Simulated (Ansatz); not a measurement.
Two members of one family (Same ligands, another metal), computed with Ansatz in the gas phase; def2 core potentials for Mo, no spin–orbit coupling. The two geometries come from different levels. A dash marks a value that wasn't run or was left out as unsound. The structures are stationary points that may keep the symmetry of their start. Remarks come from the PBE and PBE0 runs and from stability tests at other levels; not every state was tested. HOMO above LUMO (over both spins in singlets and doublets, within one spin in higher multiplets; at PBE or PBE0), or a gap under 0.15 eV within one spin, warns that the state may not be the lowest or that an electron is smeared out.

First: [CrO3Cl]- (singlet, charge -1, PBE0-D4/def2-SVPD geometry).

Cartesian coordinates in Å:
```
Cr 0.1240 0.1018 -0.0321
O -0.3209 1.5501 0.3955
O 1.3631 -0.3887 0.8087
O 0.4149 0.0242 -1.5779
Cl -1.5810 -1.2875 0.4059
```

```
               level  HOMO (eV)  vertical IE (eV)
    PBE-D4/def2-SVPD      -2.03                 –
   PBE-D4/def2-TZVPD      -1.90              5.15
r2SCAN-D4/def2-TZVPD      -2.25              5.31
 B3LYP-D4/def2-TZVPD      -3.30                 –
  PBE0-D4/def2-TZVPD      -3.54              5.50
```

Metal–donor distances: 3 × O 1.57 Å, 1 × Cl 2.24 Å. Remarks: restricted SCF unstable in HF, gap within one spin near zero at PBE or PBE0 (neutral doublet), spin-contaminated (⟨S²⟩ up to 0.85) (neutral doublet).

Second: [MoO3Cl]- (singlet, charge -1, r2SCAN-D4/def2-SVPD geometry).

```xyz
5

Mo    0.093    0.077    0.048
O    -0.437    1.719   -0.009
O     0.424   -0.367    1.683
O     1.525   -0.101   -0.900
Cl   -1.605   -1.327   -0.821
```

Q: Estimate how these quantities change from the first to the second (second minus first).

A: 
| level | Δ HOMO (eV) | Δ vertical IE (eV) |
| --- | --- | --- |
| PBE-D4/def2-SVPD | -0.20 | – |
| PBE-D4/def2-TZVPD | -0.22 | 0.13 |
| r2SCAN-D4/def2-TZVPD | -0.20 | 0.12 |
| B3LYP-D4/def2-TZVPD | -0.16 | – |
| PBE0-D4/def2-TZVPD | -0.16 | 0.11 |

Metal–donor distances: 3 × O 1.73 Å, 1 × Cl 2.37 Å. Remarks: gap within one spin near zero at PBE or PBE0 (neutral doublet).
